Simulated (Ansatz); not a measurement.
`C=C=C=[N][AlH2]` + `BN` → `B[NH][AlH2]` + `C=C=C=N` at 400 K and 1 bar (ligand exchange at the Al–N bond).

Program: Ansatz. Geometries: PBE0-D4/def2-TZVP. ΔE: electronic, gas phase. CCSD(T)/CBS is the MP2 limit (def2-TZVPP, def2-QZVPP) plus CCSD(T) − MP2 in def2-TZVPP, frozen cores. This one scheme is used for every species. One conformer a species, not always the lowest.

```
          species  CCSD(T)/CBS energy (Eh)  H − E (kJ/mol)  S (J/(mol·K))
`C=C=C=[N][AlH2]`               -413.19818           171.5          370.4
             `BN`                -81.93499           142.5          243.5
    `B[NH][AlH2]`               -324.56557           160.0          314.9
        `C=C=C=N`               -170.55528           151.2          298.2
```

H − E and S are ideal-gas, rigid-rotor, harmonic terms from PBE0-D4/def2-TZVP, for one conformer and one mirror image of each species. 1 Eh = 2625.50 kJ/mol, R = 8.31446 J/(mol·K).

By hand: ΔE, ΔH, ΔS and ΔG.

ΔE = (-324.56557) + (-170.55528) − (-413.19818) − (-81.93499) = 0.01232 Eh = 32.3 kJ/mol. Δ(H − E) = 160.0 + 151.2 − 171.5 − 142.5 = -2.8, so ΔH = 29.5 kJ/mol. ΔS = 314.9 + 298.2 − 370.4 − 243.5 = -0.8 J/(mol·K). ΔG = 29.5 − 400 × (-0.8)/1000 = 29.8 kJ/mol.

By hand: the equilibrium constant, and the temperature at which ΔG would vanish if ΔH and ΔS stayed fixed.

log₁₀ K = −ΔG/(RT ln 10) = -3.9. ΔH and −TΔS have one sign here, so there is no such temperature. One of them is within its doubt of zero, so this could turn.

The number of gas molecules stays the same, so ΔS is small and ΔH decides. A doubt of 5 kJ/mol in ΔE shifts log₁₀ K by 0.7 here. Other conformers and mirror images would add mixing entropy, several J/(mol·K) or more a flexible species. Modes under 60 cm⁻¹, often nearly free rotors, make the harmonic entropy too high. These are equilibria of isolated gas molecules and say nothing of rates. Largest T1 diagnostic: 0.016 (customary marks: 0.02 for closed shells, 0.045 for open ones).
